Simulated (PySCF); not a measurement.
Match the calculated data to a structure.

All candidates are C5H9GeN.

| technique | computed result |
| --- | --- |
| UV, first state | lowest singlet excitation: 6.99 eV (177 nm, f = 0.003) [TDDFT CAM-B3LYP/def2-SVPD] |
| UV, strongest line | among the 6 lowest singlet transitions: S2 at 7.41 eV (167 nm, f = 0.086) [TDDFT CAM-B3LYP/def2-SVPD] |
| Dipole | 4.56 D [CAM-B3LYP/def2-SVPD] |
| Polarisability | 89.2 au [CAM-B3LYP/def2-SVPD] |
| Rotational structure | rotational constants A, B, C: 2.485, 1.623, 1.189 GHz [PBE0-D3(BJ)/def2-SVP] |

Gas-phase values; electronic properties from PySCF, density fitting. Levels stand in brackets. One conformer (not necessarily the lowest) at the PBE0-D3(BJ)/def2-SVP geometry, without solvent, vibrations or thermal averaging. The calculation is non-relativistic and has no spin–orbit coupling, an omission that weighs most on germanium.

Question: Which candidate is it?
A. `C=N[C@@H]1C=C[CH2][GeH2]1`
B. `[H]/N=C\[C@@H]1C=C[CH2][GeH2]1`
C. `N#C[C@@H]1CC[CH2][GeH2]1`

Answer: C. It is `N#C[C@@H]1CC[CH2][GeH2]1`. Numbering: `[N:1]#[C:2][C@@H:3]1[CH2:4][CH2:5][CH2:6][GeH2:7]1`. The optimised geometry has point group C1 and is an asymmetric top.

The others, at the same levels:
- `C=N[C@@H]1C=C[CH2][GeH2]1` fails: its computed lowest singlet excitation is 4.87 eV (255 nm, f = 0.004) (against 6.99 eV), static isotropic polarisability is 97.1 au (against 89.2 au) and rotational constant A is 2.907 GHz (against 2.485 GHz).
- `[H]/N=C\[C@@H]1C=C[CH2][GeH2]1` fails: its computed lowest singlet excitation is 5.42 eV (229 nm, f = 0.003) (against 6.99 eV), static isotropic polarisability is 92.8 au (against 89.2 au) and rotational constant A is 2.635 GHz (against 2.485 GHz).
